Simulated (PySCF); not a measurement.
**Pd⁺: ionisation energy**

Pd⁺ [Kr] 4d9 (2D) → Pd²⁺ [Kr] 4d8 (3F), as a difference of total energies. Calculation: PySCF 2.14, in aug-cc-pVDZ-PP with ECP28MDF (5s5p4d2f, 54 functions); scalar relativity through the core potential. Correlated levels: valence: 4s2 4p6 frozen. The calculations carry no spin-orbit coupling.

| method | ionisation energy (eV) |
| --- | --- |
| UHF | 17.375 |
| MP2 (valence) | 19.165 |
| SCS-MP2 (valence) | 19.034 |
| CCSD (valence) | 18.931 |
| CCSD(T) (valence) | 19.009 |

Task: How much does correlation contribute at CCSD(T) (valence)?

Result: 19.009 − (17.375) = 1.634 eV, measured against UHF.

The reference lies between the lowest fine-structure levels, while these numbers refer to the centres of the terms.

Errors of the correlated levels include the incompleteness of this basis and the frozen core.

For comparison: 19.43 ± 0.12 eV (semi-empirical (NIST evaluation); NIST Atomic Spectra Database, ionization energies).
